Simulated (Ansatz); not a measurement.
Job for Ansatz (an electronic-structure program): R-CCSD(T)/cc-pVQZ on H2OSe (SMILES O[SeH]), a point of a torsion scan. The run froze 15 orbitals, filled d shells among them.

Ansatz 0.2 input:
```yaml
crystal:
  periodic: [false, false, false]
  atoms:
    - {symbol: O, position_ang: [-0.94717264, 0.29291565, 0.27803833]}
    - {symbol: Se, position_ang: [0.75368581, 0.68434977, -0.18857771]}
    - {symbol: H, position_ang: [-1.30034501, -0.39023727, -0.29955318]}
    - {symbol: H, position_ang: [0.46095546, 1.12291305, -1.55595310]}
basis:
  gaussian:
    orbitals: cc-pVQZ
magnetization: {spin_polarized: false}
correlation: {method: ccsd_t, electrons: outside_noble_gas}
scf: {lower_state_search: off}
```

The log:

```
WARN ansatz: RAYON_NUM_THREADS=1 ignored (pool sized by the plan → 1); use --threads N
Functional definition: HF
these checks for a lower state are left out or cut short: stability, starts, cluster_reference, orbital_swaps, neighbouring_geometries, increment
integrals: 0.64 GiB planned
1119 factors; integrals over basis functions are off by at most 6.8e-4 eV
mean field: 0.51 GiB planned
mean field evaluation 1: about -67371.5035 eV, gradient 3.0e1 eV
mean field evaluation 2: about -67371.5726 eV, gradient 3.0e1 eV
mean field evaluation 4: about -67373.2789 eV, gradient 2.5e0 eV
mean field evaluation 8: about -67373.3019 eV, gradient 1.5e-1 eV
mean field -67373.30202831 eV, -2475.9231822759 hartree, gradient 3.6e-6 eV, S^2 0.000000; 0 other end points of the search recorded, 0 dependent functions left out
15 core orbitals not correlated
reference -67373.30202831 eV, -2475.9231822759 hartree; 7, 7 occupied and 161, 161 virtual orbitals, 1119 factors
second order -11.95329639 eV of doubles, -0.00000000 eV of singles
coupled cluster: 1.79 GiB planned
cycle   1  -11.99539611 eV  change   -4.2e-2 eV  update   7.6e-2
cycle   2  -12.29701318 eV  change   -3.0e-1 eV  update   2.4e-2
cycle   3  -12.36400182 eV  change   -6.7e-2 eV  update   1.2e-2
cycle   4  -12.35619051 eV  change    7.8e-3 eV  update   2.9e-3
cycle   5  -12.35653061 eV  change   -3.4e-4 eV  update   1.5e-3
cycle   6  -12.35687650 eV  change   -3.5e-4 eV  update   5.6e-4
cycle   7  -12.35663002 eV  change    2.5e-4 eV  update   2.9e-4
cycle   8  -12.35669243 eV  change   -6.2e-5 eV  update   1.3e-4
cycle   9  -12.35672314 eV  change   -3.1e-5 eV  update   6.1e-5
cycle  10  -12.35668783 eV  change    3.5e-5 eV  update   2.8e-5
cycle  11  -12.35670753 eV  change   -2.0e-5 eV  update   1.1e-5
cycle  12  -12.35670585 eV  change    1.7e-6 eV  update   3.8e-6
perturbative correction -0.50868289 eV, -0.0186937513 hartree
Total energy: -67386.16741704 eV, -2476.3959765916 hartree
Checks for a lower state left out: stability, starts, cluster_reference, orbital_swaps, neighbouring_geometries, increment
```

Self-consistency was reached.

Cost: about 24 core-seconds (a rough figure).
